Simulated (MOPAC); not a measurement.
MOPAC input (AM1):

```
AM1 PRECISE GNORM=0.05 LET XYZ CHARGE=1 GEO-OK AUX(PRECISION=9) THREADS=1
C4H11O

C    -0.15940054 1    1.57954574 1    0.24414693 1
C    -0.58632340 1    0.13898903 1    0.30069527 1
C    -1.82138182 1   -0.21804191 1   -0.47909186 1
O     0.53910135 1   -0.76358318 1   -0.30400201 1
C     1.88247956 1   -0.77151140 1    0.31497741 1
H     0.74693558 1    1.77418607 1    0.81533264 1
H    -0.95501857 1    2.17928420 1    0.69004743 1
H    -0.02907078 1    1.92168892 1   -0.78426142 1
H    -0.61641175 1   -0.25258926 1    1.31557562 1
H    -1.75598714 1    0.11900883 1   -1.51622686 1
H    -2.02295121 1   -1.28766876 1   -0.44864277 1
H    -2.66894606 1    0.29743958 1   -0.02481147 1
H     2.37373398 1    0.18120732 1    0.14188235 1
H     2.41739053 1   -1.59731512 1   -0.14381901 1
H     1.71769010 1   -0.95733920 1    1.37092998 1
H     0.58758162 1   -0.64312596 1   -1.26835686 1
```

Output:

```
 *******************************************************************************
 **                                                                           **
 **                              MOPAC v23.2.5                                **
 **                                                                           **
 *******************************************************************************
 ** MOPAC's Digital Object Identifier: https://doi.org/10.5281/zenodo.6511958 **
 **                                                                           **
 ** Please cite the open-source release paper for use of this MOPAC version:  **
 ** J. E. Moussa and J. J. P. Stewart (2026)                                  **
 ** MOPAC: An open-source semiempirical molecular orbital program             **
 ** J. Open Source Softw., 11(119), 8025, https://doi.org/10.21105/joss.08025 **
 *******************************************************************************

                              AM1 CALCULATION RESULTS

 *******************************************************************************
 *  AM1        - The AM1 Hamiltonian to be used
 *  GEO-OK     - OVERRIDE INTERATOMIC DISTANCE AND OTHER SAFETY CHECKS
 *
 *
 *
 *                 CHARGE ON SYSTEM = +1
 *
 *
 *
 *  LET        - OVERRIDE SOME SAFETY CHECKS
 *  PRECISE    - TIGHTER CRITERIA TO BE USED
 *  XYZ        - CARTESIAN COORDINATE SYSTEM TO BE USED
 *  GNORM      - EXIT WHEN GRADIENT NORM DROPS BELOW 0.050
 *  AUX        - OUTPUT AUXILIARY INFORMATION
 *******************************************************************************
AM1 PRECISE GNORM=0.05 LET XYZ CHARGE=1 GEO-OK AUX(PRECISION=9) THREADS=1
 C4H11O

   ATOM   CHEMICAL          X               Y               Z
  NUMBER   SYMBOL      (ANGSTROMS)     (ANGSTROMS)     (ANGSTROMS)

     1       C         -0.15940054  *   1.57954574  *   0.24414693  *
     2       C         -0.58632340  *   0.13898903  *   0.30069527  *
     3       C         -1.82138182  *  -0.21804191  *  -0.47909186  *
     4       O          0.53910135  *  -0.76358318  *  -0.30400201  *
     5       C          1.88247956  *  -0.77151140  *   0.31497741  *
     6       H          0.74693558  *   1.77418607  *   0.81533264  *
     7       H         -0.95501857  *   2.17928420  *   0.69004743  *
     8       H         -0.02907078  *   1.92168892  *  -0.78426142  *
     9       H         -0.61641175  *  -0.25258926  *   1.31557562  *
    10       H         -1.75598714  *   0.11900883  *  -1.51622686  *
    11       H         -2.02295121  *  -1.28766876  *  -0.44864277  *
    12       H         -2.66894606  *   0.29743958  *  -0.02481147  *
    13       H          2.37373398  *   0.18120732  *   0.14188235  *
    14       H          2.41739053  *  -1.59731512  *  -0.14381901  *
    15       H          1.71769010  *  -0.95733920  *   1.37092998  *
    16       H          0.58758162  *  -0.64312596  *  -1.26835686  *

          CARTESIAN COORDINATES

    NO.       ATOM           X           Y           Z

     1         C         -0.1594      1.5795      0.2441
     2         C         -0.5863      0.1390      0.3007
[...]
   ATOM   CHEMICAL          X               Y               Z
  NUMBER   SYMBOL      (ANGSTROMS)     (ANGSTROMS)     (ANGSTROMS)

     1       C         -0.14468295  *   1.58553681  *   0.15452407  *
     2       C         -0.54545876  *   0.14998364  *   0.30708629  *
     3       C         -1.80285432  *  -0.23431270  *  -0.41950983  *
     4       O          0.52982507  *  -0.74029071  *  -0.35827739  *
     5       C          1.80838946  *  -0.81023119  *   0.36732965  *
     6       H          0.80008321  *   1.81678071  *   0.70513284  *
     7       H         -0.95808029  *   2.22810639  *   0.58704104  *
     8       H         -0.02386118  *   1.86932623  *  -0.92102156  *
     9       H         -0.51533037  *  -0.22202052  *   1.36730950  *
    10       H         -1.82582661  *   0.18583120  *  -1.45480629  *
    11       H         -1.91204540  *  -1.34689806  *  -0.47466146  *
    12       H         -2.67774312  *   0.17560561  *   0.15067779  *
    13       H          2.24018508  *   0.21294706  *   0.47035668  *
    14       H          2.45159126  *  -1.48838160  *  -0.24996517  *
    15       H          1.55207697  *  -1.26958766  *   1.35454430  *
    16       H          0.70078771  *  -0.38853911  *  -1.26979618  *

                             CARTESIAN COORDINATES

   1    C       -0.144682950     1.585536808     0.154524068
   2    C       -0.545458755     0.149983643     0.307086294
   3    C       -1.802854325    -0.234312700    -0.419509828
   4    O        0.529825070    -0.740290707    -0.358277388
   5    C        1.808389459    -0.810231189     0.367329645
   6    H        0.800083206     1.816780713     0.705132845
   7    H       -0.958080288     2.228106394     0.587041036
   8    H       -0.023861184     1.869326234    -0.921021562
   9    H       -0.515330368    -0.222020523     1.367309503
  10    H       -1.825826611     0.185831203    -1.454806286
  11    H       -1.912045395    -1.346898056    -0.474661456
  12    H       -2.677743116     0.175605608     0.150677794
  13    H        2.240185080     0.212947060     0.470356683
  14    H        2.451591261    -1.488381596    -0.249965173
  15    H        1.552076974    -1.269587658     1.354544297
  16    H        0.700787707    -0.388539110    -1.269796177

           Empirical Formula: C4 H11 O  =    16 atoms

      MOLECULAR POINT GROUP   :   C1

                  EIGENVALUES
 -46.54835 -39.51371 -33.93392 -32.66448 -28.32157 -24.90246 -23.16693 -22.32835
 -20.55077 -19.08915 -18.90409 -18.48918 -17.92995 -17.76407 -17.24829 -17.15951
  -5.28158  -2.36227  -1.89336  -1.48751  -1.45648  -1.28580  -1.07427  -0.93719
  -0.87479  -0.44988  -0.33623  -0.08559  -0.03857   0.18912   0.44770

              NET ATOMIC CHARGES AND DIPOLE CONTRIBUTIONS

  ATOM NO.   TYPE          CHARGE      No. of ELECS.   s-Pop       p-Pop
    1          C          -0.293836        4.2938     1.23491     3.05893
    2          C           0.067062        3.9329     1.26943     2.66351
    3          C          -0.268741        4.2687     1.23319     3.03555
    4          O          -0.135184        6.1352     1.81685     4.31833
    5          C          -0.094195        4.0942     1.27575     2.81845
    6          H           0.116937        0.8831     0.88306
    7          H           0.162432        0.8376     0.83757
    8          H           0.118977        0.8810     0.88102
    9          H           0.162619        0.8374     0.83738
   10          H           0.117551        0.8824     0.88245
   11          H           0.133654        0.8663     0.86635
   12          H           0.155390        0.8446     0.84461
   13          H           0.130552        0.8694     0.86945
   14          H           0.158830        0.8412     0.84117
   15          H           0.157497        0.8425     0.84250
   16          H           0.310456        0.6895     0.68954
 DIPOLE           X         Y         Z       TOTAL
 POINT-CHG.     1.711    -0.444     0.141     1.773
 HYBRID         0.287     0.283    -0.406     0.572
 SUM            1.998    -0.162    -0.265     2.022

          ATOMIC ORBITAL ELECTRON POPULATIONS

     Atom    s        px        py        pz
    1  C   1.23491   1.07443   0.91793   1.06656
    2  C   1.26943   0.79890   0.88791   0.97670
    3  C   1.23319   0.93610   1.06821   1.03125
    4  O   1.81685   1.34369   1.66797   1.30667
    5  C   1.27575   0.75726   1.06555   0.99563
    6  H   0.88306
    7  H   0.83757
    8  H   0.88102
    9  H   0.83738
   10  H   0.88245
   11  H   0.86635
   12  H   0.84461
   13  H   0.86945
   14  H   0.84117
   15  H   0.84250
   16  H   0.68954

 **********************
 *                    *
 * JOB ENDED NORMALLY *
 *                    *
 **********************

 == MOPAC DONE ==
```

The dipole moment of an ion depends on the origin.

The geometry given is a B3LYP-D3(BJ)/def2-TZVP minimum.
